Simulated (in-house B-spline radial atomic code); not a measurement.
A run on B⁻ that did not converge. Method: non-relativistic B97-1, spin-polarised, spherical fractional occupations, exact exchange averaged over the configuration, point nucleus; computed with a B-spline radial code for spherical atoms.

Command:
```bash
python run_scf.py task.json out
```
Settings:
```
Z                5
configuration    [He] 2s2 2p2
hamiltonian      nr
method           b97_1
spin_polarised   True
exact_exchange   averaged over the configuration
```

First and last ten iterations of the last attempt (damped for 15 steps, keeping 80 % of the old Fock matrix, then DIIS):
```
 iter        energy (Eh)    residual
    1         -24.193362    8.95e-02
    2         -24.378411    6.34e-02
    3         -24.517603    4.17e-02
    4         -24.594992    2.78e-02
    5         -24.635022    1.81e-02
    6         -24.331168    3.56e-02
    7         -24.614305    2.29e-02
    8         -24.641881    1.37e-02
    9         -24.655635    8.57e-03
   10         -24.325508    3.77e-02
  111         -24.325957    3.80e-02
  112         -24.325891    3.78e-02
  113         -24.325985    3.79e-02
  114         -24.324168    3.80e-02
  115         -24.323359    3.81e-02
  116         -24.324220    3.82e-02
  117         -24.323963    3.81e-02
  118         -24.324971    3.81e-02
  119         -24.325530    3.80e-02
  120         -24.647336    1.19e-02
 not converged after 120 iterations
```

The smallest residual met was 5.4e-03; the threshold is about 1e-07. No energy from this run should be used. Time taken, with all properties: 0.87 s on 1 thread of Intel(R) Xeon(R) 6975P-C, on a shared host.
